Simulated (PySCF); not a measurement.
# NdCl3(NH3) at several levels of theory

Computed with PySCF 2.14.0 (density fitting, no spin-orbit coupling) at the geometry relaxed with PBE0:

```xyz
8
NdCl3(NH3) (singlet in the valence; each metal's 4f electrons, 3 of them, lie in its core potential, out of spins and levels)
Nd    0.0367   -0.0367    0.0367
Cl    1.1750    1.9503    1.1750
Cl   -1.9503   -1.1750    1.1750
Cl    1.1750   -1.1750   -1.9503
N    -1.4310    1.4310   -1.4310
H    -2.0402    2.0402   -0.8808
H    -0.8808    2.0402   -2.0402
H    -2.0402    0.8808   -2.0402
```

```tsv
level	basis	state	HOMO (eV)	gap (eV)	charge on Nd1 (e)	population of f-type functions on Nd1 (polarisation alone where 4f lies in the core)	dipole about the centre of mass (D)	largest force component (eV/Å)
PBE0	Nd lcecp-1-SVP with ECP49, Cl def2-SVP, N def2-SVP, H def2-SVP	singlet	-8.36	7.20	0.84	0.06	5.04	0.00
PBE0	Nd lcecp-1-TZVP with ECP49, Cl def2-TZVP, N def2-TZVP, H def2-TZVP	singlet	-8.52	7.23	1.41	0.08	4.94	0.21
```

In the lcecp rows the 4f levels are missing from HOMO and gap, and the state counts the valence alone.

Charges are Mulliken's, which hang on the basis. The relaxation used the grid (50, 194), these runs (75, 302) or, all-electron (x2c bases, spin-free X2C Hamiltonian), (99, 590).

A further run in the first row's basis gives HOMO (eV) -6.94, gap (eV) 5.14, charge on Nd1 (e) 0.65, population of f-type functions on Nd1 (polarisation alone where 4f lies in the core) 0.06, dipole about the centre of mass (D) 5.02, largest force component (eV/Å) 0.22. Which level was it?
A. wB97X
B. PBE

B. The others give HOMO -10.73 eV (wB97X).

In the first row's basis the gap widens with exact exchange: 5.1 eV for PBE (none); 7.2 eV for PBE0 (a fixed share); 11.3 eV for wB97X (rising or full at long range).

An lcecp potential fixes the number of 4f electrons, so in runs with it no electron can move into or out of that shell.
